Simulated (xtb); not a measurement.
Br2Pb, singlet, from a rough starting geometry (GFN-xTB shapes and energies of metal compounds can be far from the true ones); xtb with GFN2-xTB.

Here is a job for xtb.
```
$ xtb mol.xyz --gfn 2 --opt vtight --json

# file mol.xyz
3

Pb     0.01898829    -0.02872707     1.10693202
Br     1.14058561    -1.68471073    -0.54461578
Br    -1.12399536     1.64069901    -0.54490654
```

Output, abridged:

```
   ID    Z sym.   atoms
    1   82 Pb     1
    2   35 Br     2, 3

           -------------------------------------------------
          |                Calculation Setup                |
           -------------------------------------------------

           -------------------------------------------------
          |                 G F N 2 - x T B                 |
           -------------------------------------------------

          ...................................................
          :                      SETUP                      :
          :.................................................:
          :  # basis functions                  24          :
          :  # atomic orbitals                  22          :
          :  # shells                            8          :
          :  # electrons                        18          :
          :  max. iterations                   250          :
          :  Hamiltonian                  GFN2-xTB          :
          :  restarted?                      false          :
          :  GBSA solvation                  false          :
          :  PC potential                    false          :
          :  electronic temp.          300.0000000     K    :
          :  accuracy                    1.0000000          :
          :  -> integral cutoff          0.2500000E+02      :
          :  -> integral neglect         0.1000000E-07      :
          :  -> SCF convergence          0.1000000E-05 Eh   :
          :  -> wf. convergence          0.1000000E-03 e    :
          :  Broyden damping             0.4000000          :
          :  net charge                          0          :
          :  unpaired electrons                  0          :
          ...................................................

 iter      E             dE          RMSdq      gap      omega  full diag
   1    -10.5792822 -0.105793E+02  0.978E+00    3.65       0.0  T
   2    -10.6039632 -0.246810E-01  0.532E+00    2.48       1.0  T
   3    -10.6052676 -0.130437E-02  0.309E+00    2.68       1.0  T
   4    -10.6063685 -0.110099E-02  0.107E+00    2.49       1.0  T
   5    -10.6065214 -0.152841E-03  0.738E-01    2.57       1.0  T
   6    -10.6066809 -0.159534E-03  0.233E-01    2.52       1.0  T
   7    -10.6066906 -0.967250E-05  0.833E-02    2.53       1.0  T
   8    -10.6066916 -0.967140E-06  0.254E-02    2.54       2.3  T
   9    -10.6066917 -0.109074E-06  0.160E-02    2.54       3.6  T
[...]
         :: total energy             -10.604794569525 Eh    ::
 * total energy  :   -10.6047946 Eh     change       -0.8456880E-10 Eh
 * total energy  :   -10.6011285 Eh     change        0.3666034E-02 Eh
 * total energy  :   -10.6049883 Eh     change       -0.3859792E-02 Eh
 * total energy  :   -10.6047842 Eh     change        0.2041359E-03 Eh
 * total energy  :   -10.6049739 Eh     change       -0.1896831E-03 Eh
 * total energy  :   -10.6049988 Eh     change       -0.2493148E-04 Eh
 * total energy  :   -10.6049990 Eh     change       -0.2288673E-06 Eh
 * total energy  :   -10.6049993 Eh     change       -0.2386181E-06 Eh
 * total energy  :   -10.6049993 Eh     change       -0.2600428E-08 Eh
   *** GEOMETRY OPTIMIZATION CONVERGED AFTER 9 ITERATIONS ***
         :: total energy             -10.604999277279 Eh    ::
[...]
        17                          0.0517239               1.4075
        18                          0.0519231               1.4129
        19                          0.0638956               1.7387
        20                          0.0798014               2.1715
       ...                                ...                  ...
        22                          0.2672660               7.2727
      -------------------------------------------------------------
                  HL-Gap            0.0970492 Eh            2.6408 eV
             Fermi-level           -0.3613068 Eh           -9.8317 eV

     #   Z          covCN         q      C6AA      α(0)
     1  82 Pb       1.757     0.688   423.104    42.927
     2  35 Br       0.879    -0.344   194.624    22.493
     3  35 Br       0.879    -0.344   194.625    22.493

 Mol. C6AA /au·bohr⁶  :       2325.623247
 Mol. C8AA /au·bohr⁸  :     228667.160700
 Mol. α(0) /au        :         87.913485

Wiberg/Mayer (AO) data.
largest (>0.10) Wiberg bond orders for each atom

 ---------------------------------------------------------------------------
     #   Z sym  total        # sym  WBO       # sym  WBO       # sym  WBO
 ---------------------------------------------------------------------------
     1  82 Pb   2.036 --     2 Br   1.018     3 Br   1.018
     2  35 Br   1.085 --     1 Pb   1.018
     3  35 Br   1.085 --     1 Pb   1.018
 ---------------------------------------------------------------------------

Topologies differ in total number of bonds
Writing topology from bond orders to xtbtopo.mol

molecular dipole:
                 x           y           z       tot (Debye)
 q only:        0.007       0.001       2.119
   full:        0.010       0.002       3.149       8.004
molecular quadrupole (traceless):
                xx          xy          yy          xz          yz          zz
 q only:       -0.867       6.857      -6.267       0.092      -0.158       7.135
  q+dip:       -0.635      13.541     -11.300       0.137      -0.244      11.935
   full:       -0.079      13.842     -10.981       0.132      -0.246      11.061

optimized geometry written to: xtbopt.xyz

           -------------------------------------------------
          | TOTAL ENERGY              -10.604999277279 Eh   |
          | GRADIENT NORM               0.000028603621 Eh/α |
          | HOMO-LUMO GAP               2.640844219433 eV   |
           -------------------------------------------------

normal termination of xtb
```
